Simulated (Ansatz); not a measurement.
Reaction (isomerisation): `C=C([SiH3])C[SiH3]` → `C1C[SiH2][SiH2]C1`

Computed with Ansatz on PBE0-D4/def2-TZVP structures; ΔE is electronic, products minus reactants. CCSD(T)/CBS is the MP2 limit (def2-TZVPP, def2-QZVPP) plus CCSD(T) − MP2 in def2-TZVPP, frozen cores. DFT in def2-TZVPP. B3LYP here is the variant with VWN-RPA as its local correlation; programs differ in this. One conformer a species, not always the lowest.

```json
{"level": "PBE-D4", "ΔE (kJ/mol)": "-108.2", "difference from CCSD(T)/CBS": "-14.9"}
{"level": "r2SCAN-D4", "ΔE (kJ/mol)": "-102.3", "difference from CCSD(T)/CBS": "-9.0"}
{"level": "PBE0-D4", "ΔE (kJ/mol)": "-115.8", "difference from CCSD(T)/CBS": "-22.5"}
{"level": "B3LYP-D4", "ΔE (kJ/mol)": "-81.3", "difference from CCSD(T)/CBS": "12.0"}
{"level": "ωB97X-V", "ΔE (kJ/mol)": "-103.6", "difference from CCSD(T)/CBS": "-10.3"}
{"level": "ωB97M-V", "ΔE (kJ/mol)": "-94.2", "difference from CCSD(T)/CBS": "-0.9"}
{"level": "B2PLYP", "ΔE (kJ/mol)": "-83.6", "difference from CCSD(T)/CBS": "9.7"}
{"level": "PBE", "ΔE (kJ/mol)": "-106.8", "difference from CCSD(T)/CBS": "-13.5"}
{"level": "r2SCAN", "ΔE (kJ/mol)": "-102.3", "difference from CCSD(T)/CBS": "-9.0"}
{"level": "PBE0", "ΔE (kJ/mol)": "-114.9", "difference from CCSD(T)/CBS": "-21.6"}
{"level": "B3LYP", "ΔE (kJ/mol)": "-78.8", "difference from CCSD(T)/CBS": "14.5"}
{"level": "HF/def2-TZVPP", "ΔE (kJ/mol)": "-63.8", "difference from CCSD(T)/CBS": "29.5"}
{"level": "MP2/def2-TZVPP", "ΔE (kJ/mol)": "-94.7", "difference from CCSD(T)/CBS": "-1.4"}
{"level": "SCS-MP2/def2-TZVPP", "ΔE (kJ/mol)": "-83.7", "difference from CCSD(T)/CBS": "9.6"}
{"level": "CCSD/def2-TZVPP", "ΔE (kJ/mol)": "-90.5", "difference from CCSD(T)/CBS": "2.8"}
{"level": "CCSD(T)/def2-TZVPP", "ΔE (kJ/mol)": "-90.8", "difference from CCSD(T)/CBS": "2.5"}
{"level": "HF/def2-QZVPP", "ΔE (kJ/mol)": "-62.7", "difference from CCSD(T)/CBS": "30.6"}
{"level": "MP2/def2-QZVPP", "ΔE (kJ/mol)": "-95.8", "difference from CCSD(T)/CBS": "-2.5"}
{"level": "SCS-MP2/def2-QZVPP", "ΔE (kJ/mol)": "-84.9", "difference from CCSD(T)/CBS": "8.4"}
{"level": "HF/CBS(def2)", "ΔE (kJ/mol)": "-62.6", "difference from CCSD(T)/CBS": "30.7"}
{"level": "MP2/CBS(def2)", "ΔE (kJ/mol)": "-97.2", "difference from CCSD(T)/CBS": "-3.9"}
{"level": "CCSD/CBS(def2)", "ΔE (kJ/mol)": "-93.0", "difference from CCSD(T)/CBS": "0.3"}
{"level": "CCSD(T)/CBS", "ΔE (kJ/mol)": "-93.3", "difference from CCSD(T)/CBS": "0"}
```

Largest T1 diagnostic among the species: 0.011.

From PBE to PBE0 (25 % exact exchange), in def2-TZVPP and without D4, ΔE moves by −8.1 kJ/mol. In def2-TZVPP, CCSD(T) changes the Hartree–Fock value by −27.0 kJ/mol (the triples alone add −0.2 kJ/mol) and MP2 by −30.9 kJ/mol.
